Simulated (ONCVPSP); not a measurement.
**Potentials for B (Z = 5) compared**

Generated with ld1.x 7.5 (TM, RRKJ, ultrasoft, PAW), atompaw 4.2 or ONCVPSP 4.0.1. The cutoff is in Ry: for ld1.x and atompaw files where the sum of valence levels is converged to 10 mRy in a Bessel basis, for ONCV files where the hardest occupied wave has 1 mHa per electron of residual kinetic energy. The error is the largest all-electron minus pseudo excitation energy over each file’s own four to seven test configurations (ionisations up to +4, promotions, holes and added fractions of an electron), all of which were solved. The labels leave out finer settings (local radius, basis sizes, second energies), which also bear on the numbers. Spin-polarised tests are not counted. The rows are a selection from randomly drawn settings: files with unsolved tests, undetermined cutoffs or missed reference levels are left out.

A true bound ghost makes a file unfit for plane-wave use even where its test errors are small: the radial tests pick states by their node count and pass the ghost by.

| potential | cutoff (Ry) | largest error (meV) | bound ghosts |
| --- | --- | --- | --- |
| ONCV, PBE, non-relativistic, rc 1.40/2.95/2.60 (spd), local smoothed, core correction yes, reference 2s2 2p1, qcut 4.7/5.6/3.5, projectors 1/2/2 | 20 | +215 | none |
| ONCV, PBE, scalar-relativistic, rc 1.05/0.85/0.90 (spd), local smoothed, core correction yes, reference 2s2, qcut 6.3/8.8/12.1, projectors 2/2/2 | 25 | +33 | none |
| ONCV, PBE, scalar-relativistic, rc 1.30/1.40 (sp), local smoothed, core correction yes, reference 2s2, qcut 4.1/6.6, projectors 2/2 | 40 | +49 | none |
| ONCV, BLYP, scalar-relativistic, rc 1.05/3.00/2.70 (spd), local smoothed, core correction yes, reference 2s2 2p1, qcut 7.9/5/3.3, projectors 2/2/2 | 108 | +294 | s |
| ONCV, PBE, scalar-relativistic, rc 1.15/3.05 (sp), local s, core correction yes, reference 2s2 2p1, qcut 6.5/4.1, projectors 0/2 | 24 | +291 | none |

Question: Fill in the row for B: ONCV, LDA (Perdew-Zunger), scalar-relativistic, rc 1.20/2.45/1.90 (spd), local smoothed, core correction no, reference 2s1 2p2, qcut 6/4.3/5.8, projectors 2/1/2.

Answer: cutoff 25 Ry, largest error +367 meV, bound ghosts: none.

Question: Fill in the row for B: ONCV, PBE, scalar-relativistic, rc 1.30/4.00 (sp), local smoothed, core correction yes, reference 2s2 2p1, qcut 5.2/4.2, projectors 2/1.

Answer: cutoff 24 Ry, largest error +520 meV, bound ghosts: none.
